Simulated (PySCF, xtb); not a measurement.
Ti(Cl)2(OSiH3) (Cl2H3OSiTi), SMILES [SiH3][O][Ti+]([Cl])[Cl], charge +1, multiplicity 1. One conformer was computed; it need not be the lowest.

Harmonic wavenumbers (cm⁻¹) from xtb with GFN2-xTB at its own minimum, in rising order: 34, 78, 93, 153, 185, 207, 397, 439, 492, 552, 578, 690, 709, 751, 854, 1928, 2199, 2223.

### Question
What does PBE-D3(BJ)/def2-SVP (PySCF 2.14.0) give at its own minimum? (The exact figures need the calculation; the answer reports its results.)

### Answer
26, 44, 63, 124, 208, 225, 414, 497, 527, 643, 648, 852, 886, 889, 1014, 2210, 2246, 2247. Paired by order, the mean absolute difference is 78 cm⁻¹ and the zero-point energies are 18.0 and 19.7 kcal/mol.
